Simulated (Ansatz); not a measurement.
Calculated with Ansatz (gas phase, PBE0-D4/def2-TZVP geometries, no zero-point term in ΔE). CCSD(T)/CBS adds triple-zeta CCSD(T) − MP2 to the extrapolated MP2 energy (def2 sets, frozen cores). Functionals use def2-TZVPP. def2 core potentials past Kr. For Sn outer-core shells are correlated without core-valence functions, which leaves a few kJ/mol of doubt a bond. Each species was taken in one conformer, which may not be the lowest.

`C[SiH2][SnH2][CH3]` + `CB(C)O` → `[CH3][SnH2][SiH2]O` + `CB(C)C`  (redistribution)

```csv
level,ΔE (eV)
PBE0-D4,0.66
ωB97X-V,0.62
CCSD(T)/def2-TZVPP,0.65
HF/CBS(def2),0.53
```

Q: What does CCSD(T)/CBS give? (Estimate.)

A: Ansatz gave: +0.62 eV. The listed levels differ from it by 0.04, 0.00, 0.03, -0.09 eV.

Largest T1 diagnostic among the species: 0.012.

In def2-TZVPP, CCSD(T) changes the Hartree–Fock value by +0.11 eV (the triples alone add +0.02 eV) and MP2 by +0.09 eV.
